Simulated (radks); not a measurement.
Results of a calculation; reference values are marked as such.
Q: All-electron atom: Ti3+ in [Ar] 3d1 (the NIST ground configuration). Code: a radial shooting solver on a logarithmic mesh with Libxc functionals. Model: scalar-relativistic Kohn-Sham, BLYP, spin-polarised, spherical densities, finite nucleus; open shells are filled with parallel spins first; Fermi nuclear charge, rms radius 3.5921 fm. Some entries of the table are withheld. Estimate them.

orbital,occ.,eigenvalue (eV),r(max) (bohr)
1s down,1,-4904.359,0.04555
1s up,1,-4904.353,0.04555
2s up,1,-571.0930,0.2689
2s down,1,-570.7404,0.2689
2p up,3,-478.5434,0.2195
2p down,3,-478.2696,0.2194
3s up,1,-95.3320,0.8638
3s down,1,-94.2103,0.8638
3p up,3,(1),(2)
3p down,3,(3),(4)
3d up,1,-35.1341,0.9204
3d down,0,-34.1223,0.9225
4s up,0,(5),2.383
4s down,0,(6),2.409
4p up,0,-21.3856,2.680

A: 
(1) 3p up eigenvalue (eV): -71.2735
(2) 3p up r(max) (bohr): 0.8917
(3) 3p down eigenvalue (eV): -70.1746
(4) 3p down r(max) (bohr): 0.8918
(5) 4s up eigenvalue (eV): -26.9740
(6) 4s down eigenvalue (eV): -26.6604
